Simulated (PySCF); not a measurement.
Compound: C₅H₃F₃.
Numbering: `[CH:1]#[C:2]/[C:3]([F:4])=[CH:5]/[CH:6]([F:7])[F:8]` (hydrogens: H9 on C1; H10 on C5; H11 on C6)

Computed by this run: PBE0-D3(BJ)/def2-SVP geometry optimisation, gas phase in PySCF; density fitting, grid level 1; the optimiser is geomeTRIC in internal coordinates, started from a GFN2-xTB structure with every atom displaced at random (about 0.01 Å).

Step 2: E = -13357.5883 eV
```
atom  x, y, z in Å  |  force x, y, z in eV/Å
C1      3.0426    0.2381    0.1489   -0.076  -0.215   0.362
C2      1.8957    0.0968    0.5226    0.099   0.296  -0.555
C3      0.5027    0.0372    0.8190    0.384  -0.193   0.014
F4      0.2513    0.1046    2.1270   -0.243   0.034   0.057
C5     -0.4802   -0.0909   -0.0811   -0.036   0.053   0.283
C6     -1.9088   -0.1301    0.3304   -0.095   0.042  -0.122
F7     -2.4860   -1.2738   -0.1056   -0.018  -0.046  -0.009
F8     -2.5762    0.8965   -0.2501   -0.010  -0.004   0.013
H9      4.0889    0.3082   -0.0927   -0.045   0.037  -0.084
H10    -0.2472   -0.1500   -1.1462    0.014   0.001   0.052
H11    -2.0449   -0.0622    1.4214    0.026  -0.006  -0.012
```

Step 3: E = -13357.6053 eV
```
atom  x, y, z in Å  |  force x, y, z in eV/Å
C1      3.0631    0.2186    0.1501   -0.751  -0.182   0.391
C2      1.9013    0.1238    0.5033    0.398   0.200  -0.350
C3      0.5129    0.0630    0.8316    0.133  -0.088   0.190
F4      0.2560    0.1355    2.1421    0.014   0.010  -0.087
C5     -0.4823   -0.0683   -0.0525   -0.106   0.023   0.001
C6     -1.9218   -0.1392    0.3241   -0.012   0.019   0.100
F7     -2.4666   -1.2897   -0.1373    0.051   0.002  -0.021
F8     -2.6030    0.8796   -0.2520    0.059  -0.007  -0.013
H9      4.0992    0.2614   -0.1165    0.173   0.044  -0.088
H10    -0.2422   -0.1186   -1.1124    0.032  -0.025  -0.128
H11    -2.0788   -0.0918    1.4133    0.010   0.004   0.005
```

Task: Estimate the geometry and energy of step 4. (The exact step hangs on the optimiser's Hessian estimate; all steps are aligned on step 3, rigid shifts and turns removed.)

Result: E = -13357.6132 eV, largest force 0.174 eV/Å
```
atom  x, y, z in Å  |  force x, y, z in eV/Å
C1      3.0610    0.2112    0.1689   -0.130  -0.070   0.092
C2      1.8930    0.1379    0.4853   -0.007   0.030   0.002
C3      0.5098    0.0618    0.8190    0.003   0.072   0.071
F4      0.2388    0.1453    2.1262    0.132  -0.026  -0.069
C5     -0.4837   -0.0671   -0.0667   -0.059  -0.004   0.032
C6     -1.9155   -0.1401    0.3316    0.025  -0.023  -0.026
F7     -2.4587   -1.2903   -0.1326   -0.024  -0.004   0.007
F8     -2.6017    0.8806   -0.2327   -0.014   0.016  -0.003
H9      4.0990    0.2525   -0.0992    0.089   0.033  -0.034
H10    -0.2490   -0.1182   -1.1296    0.001  -0.025  -0.055
H11    -2.0553   -0.0992    1.4235   -0.017   0.001  -0.017
```

The energy changes by -0.0078 eV. The first-order estimate −F·Δx gives -0.0159 eV and the mean of the old and new forces, exact on a quadratic surface, -0.0076 eV. The step makes an angle of 77° with the force vector and moves no atom by more than 0.027 Å.

The cost below is that of the whole optimisation. Hardware: an Arm Neoverse V1 with one thread, shared host. Cost: 57 s wall, 0.52 GiB resident at most.
